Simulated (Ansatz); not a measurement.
Species: sum formula Si$_{2}$N$_{3}$H$_{9}$ (charge 0, singlet). 
Coordinates optimised at B3LYP-D3(BJ)/def2-TZVP (Ansatz, a first-principles code):
```xyz
14

N      1.4188    -1.7102     0.0642
Si     1.5191     0.0216     0.0353
Si    -0.7083     0.7627    -0.0630
N     -1.4295     0.0813     1.3525
N     -1.6184     0.1870    -1.4099
H      0.7130    -2.1353     0.6464
H      2.2497    -2.2810     0.0324
H      2.2477     0.6216     1.1977
H      2.2965     0.4166    -1.1682
H     -0.7853     2.2462    -0.1983
H     -0.9419     0.1060     2.2349
H     -2.4282     0.1506     1.4854
H     -1.7241     0.7754    -2.2212
H     -1.5744    -0.7870    -1.6687
```

Total electronic energies in hartree. Valence correlation only, unless marked. Spin-orbit coupling is left out. Non-relativistic. CBS(X,Y): correlation extrapolated as X^-3; Hartree-Fock from the larger set.

```
level                                        program  energy (Eh)
------------------------------------  --------------  -----------
HF/6-31G                                      Ansatz   -746.32266
HF/cc-pVTZ                                    Ansatz   -746.63496
revPBE-D3(BJ)/def2-TZVPD              Ansatz + dftd3   -748.68406
revPBE/def2-TZVPD                             Ansatz   -748.65525
B3LYP-D4/def2-TZVPD                   Ansatz + dftd4   -748.90386
PBE0/def2-QZVPP                               Ansatz   -748.42954
BHLYP-D3(BJ)/def2-TZVPD               Ansatz + dftd3   -748.75500
BHLYP-D4/def2-TZVPD                   Ansatz + dftd4   -748.75262
B2GP-PLYP-D4/def2-TZVPD               Ansatz + dftd4   -748.34510
MP2/cc-pwCVTZ                                 Ansatz   -747.55511
RI-MP2/CBS(cc-pV(T+d)Z,cc-pV(Q+d)Z)           Ansatz    -747.6742
CCSD(T)/aug-cc-pV(D+d)Z                       Ansatz   -747.42490
CCSD(T)/cc-pV(T+d)Z                           Ansatz   -747.62832
CCSD(T)/cc-pV(Q+d)Z                           Ansatz   -747.70902
CCSD(T)/CBS(cc-pV(T+d)Z,cc-pV(Q+d)Z)          Ansatz    -747.7524
```

Totals of different functionals don't rank their quality; only differences between species are comparable.
